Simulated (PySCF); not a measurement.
## UHF on He⁺ (helium, charge +1)

Configuration: 1s1, 2S determinant. All numbers are calculated (PySCF 2.14, the spin-free X2C one-electron Hamiltonian (Gaussian nucleus), in x2c-SVPall (2s1p, 5 functions)).

```
Total energy                        : -1.993742 hartree
One-electron energy                 : -1.9937 hartree
Hartree (Coulomb) energy            : 0.6228 hartree
Exchange energy                     : -0.6228 hartree
⟨S²⟩                                : 0.7500
⟨L²⟩                                : 0.000
Sum of ⟨r⟩                          : 0.7584 bohr
Sum of ⟨r²⟩                         : 0.7832 bohr²
Langevin diamagnetic susceptibility : -0.620 ×10⁻⁶ cm³/mol
Time after the integrals            : 0.02 s of wall time on 1 thread of Neoverse-V2 (shared host)
```

```tsv
shell	electrons	mean orbital energy (eV)	rms radius, mean of both spins (bohr)
1s α	1	-54.252	0.885
```
